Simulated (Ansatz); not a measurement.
Computed with Ansatz.

Basis-set series for `CC(F)CC(F)F`. Total charge 0; spin multiplicity 1. The structure was optimised at the PBE0-D4/def2-TZVP level. It is one conformer, not always the lowest.

```xyz
14

C    -0.2740    1.3539   -1.3878
C     0.4499    0.4618   -0.4141
F     1.1689    1.2629    0.4756
C    -0.4785   -0.4148    0.3969
C     0.2562   -1.3330    1.3350
F     1.0069   -2.2214    0.6267
F    -0.6352   -2.0549    2.0634
H    -0.7960    0.7530   -2.1357
H     0.4345    2.0042   -1.9024
H    -1.0060    1.9762   -0.8682
H     1.1891   -0.1563   -0.9340
H    -1.1518    0.2144    0.9855
H    -1.0861   -1.0326   -0.2702
H     0.9220   -0.8135    2.0293
```

```
functional       basis  functions  energy (Eh)  HOMO (eV)  LUMO (eV)
   PBE0-D4  def2-TZVPP        315   -455.90487      -9.39       1.17
   PBE0-D4  def2-QZVPP        609   -455.92879      -9.43       0.71
   ωB97M-V  def2-TZVPP        315   -456.22128     -11.79       2.59
   ωB97M-V  def2-QZVPP        609   -456.24427     -11.83       1.83
```

(1) Give the rows for def2-SVP. (Estimate.)

## Answers

(1) The calculation gave: 
```json
{"functional": "PBE0-D4", "basis": "def2-SVP", "functions": "133", "energy (Eh)": "-455.36686", "HOMO (eV)": "-9.27", "LUMO (eV)": "1.77"}
{"functional": "ωB97M-V", "basis": "def2-SVP", "functions": "133", "energy (Eh)": "-455.66603", "HOMO (eV)": "-11.64", "LUMO (eV)": "3.42"}
```

Positive LUMOs are unbound and depend on the basis.
